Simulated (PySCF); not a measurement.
# Stretching GaH

Set-up: basis Ga def2-SVPD, H def2-SVPD; no relativity; PySCF 2.14. Energies in eV from Ga + H in their ground configurations at the same level. State: ¹Σ⁺ (singlet), closed shell.

Curves on a restricted Hartree–Fock reference rise too fast on stretching and do not dissociate correctly.

```
R (Å)     RHF  RHF-CCSD(T)  RHF-MP2
1.447  -1.727                -2.441
1.515  -1.924       -2.762   -2.619
1.582  -2.033       -2.863   -2.713
1.633  -2.070       -2.896   -2.741
1.683  -2.077       -2.901   -2.740
1.734  -2.058       -2.883   -2.715
1.801  -2.003       -2.830   -2.652
1.885  -1.896       -2.730   -2.540
1.986  -1.730       -2.578   -2.370
2.121  -1.468                -2.108
```

Problem. Put a parabola through the three lowest points of the RHF curve and estimate Re, k and ωe (reduced mass 0.9933 u; 1 eV/Å² = 0.16022 mdyn/Å; ωe = 1302.8·√(k/μ) cm⁻¹).

Solution. Through R = 1.633, 1.683, 1.734 Å the second-order coefficient is 5.07 eV/Å², so Re ≈ 1.672 Å, k ≈ 1.63 mdyn/Å and ωe ≈ 1667 cm⁻¹. A polynomial fit of higher order to the unrounded RHF energies gives Re = 1.670 Å, k = 1.65 mdyn/Å, ωe = 1681 cm⁻¹; anharmonicity and rounding make the difference.

The higher-order fit for each curve: RHF: Re = 1.670 Å, ωe = 1681 cm⁻¹, De = 2.08 eV; RHF-CCSD(T): Re = 1.667 Å, ωe = 1629 cm⁻¹, De = 2.90 eV; RHF-MP2: Re = 1.655 Å, ωe = 1686 cm⁻¹, De = 2.74 eV.

Correlated steps freeze 9 core orbitals. Correlated levels converge slowly with the basis: in double zeta they bind strong bonds too weakly, by up to about 1 eV, and carry superposition errors of some tenths. Where the molecule has an RHF reference, its open-shell atoms are computed with UHF.
